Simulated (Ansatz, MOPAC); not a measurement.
The molecule HfN, multiplicity 2 (lowest of 2S+1 = 2, 4, 6, 8 at CCSD(T)/def2-TZVPP on PBE0 minima; our sources give no spin for the ground state, which may be another). No spin–orbit coupling. The T1 diagnostic near the minimum is 0.053, so single-reference values are doubtful.

Seven points along R, fitted to fifth degree in 1/R; most abundant isotopes. In def2 and cc sets the state is the lowest found near the PBE0 minimum, followed along R.

Programs: Ansatz (Gaussian orbitals); MOPAC for PM6 (differences of heats of formation).  In def2 rows elements past Kr take small-core potentials, without spin–orbit coupling.

| level | r_e (Å) | ω_e (cm⁻¹) | ω_e x_e (cm⁻¹) | B_e (cm⁻¹) | dipole (D) |
|---|---|---|---|---|---|
| PM6 | 1.679 | 953 | 1.5 | 0.460 | - |
| SVWN5/def2-TZVPP | 1.728 | 952 | 2.5 | 0.434 | 5.04 |
| PBE/def2-TZVPP | 1.741 | 927 | 2.4 | 0.428 | 4.96 |
| r2SCAN/def2-TZVPP | 1.726 | 987 | 3.6 | 0.435 | 5.17 |
| B3LYP/def2-TZVPP | 1.729 | 962 | 4.0 | 0.434 | 5.45 |
| PBE0/def2-TZVPP | 1.713 | 1009 | 3.4 | 0.442 | 5.43 |
| CAM-B3LYP/def2-TZVPP | 1.709 | 1017 | 3.8 | 0.444 | 5.78 |
| wB97X-V/def2-TZVPP | 1.701 | 1046 | 3.3 | 0.449 | 5.79 |

The state that PM6 reach isn't checked.

Ansatz is an electronic-structure program.
